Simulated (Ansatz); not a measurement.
Reaction (redistribution): `O[SiH2]C[Si](O)(O)O` + `[CH3][Al]([OH])[OH]` → `[CH3][Al]([OH])[SiH2]O` + `OC[Si](O)(O)O`

Isolated molecules relaxed with PBE0-D4/def2-TZVP in Ansatz; ΔE leaves out vibrations. CCSD(T)/CBS adds triple-zeta CCSD(T) − MP2 to the extrapolated MP2 energy (def2 sets, frozen cores). Functionals use def2-TZVPP. B3LYP here is the variant with VWN-RPA as its local correlation; programs differ in this. One conformer a species, not always the lowest.

CCSD(T)/CBS gives +299.4 kJ/mol.

Another level gave +288.3 kJ/mol. Which?
A. SCS-MP2/def2-TZVPP
B. PBE/def2-TZVPP
C. B3LYP/def2-TZVPP
D. B3LYP-D4/def2-TZVPP

D. B3LYP-D4 288.3, PBE 262.5, SCS-MP2/def2-TZVPP 305.0, B3LYP 280.0 kJ/mol.

Largest T1 diagnostic among the species: 0.012.

The D4 term adds +8.3 kJ/mol with B3LYP and +4.4 kJ/mol with PBE0; it sums over pairs of atoms, weighted by their polarisabilities, and B3LYP, whose exchange is more repulsive, gets the larger term. In def2-TZVPP, CCSD(T) changes the Hartree–Fock value by +5.5 kJ/mol (the triples alone add +0.1 kJ/mol) and MP2 by +24.9 kJ/mol. From PBE to PBE0 (25 % exact exchange), in def2-TZVPP and without D4, ΔE moves by +12.0 kJ/mol.
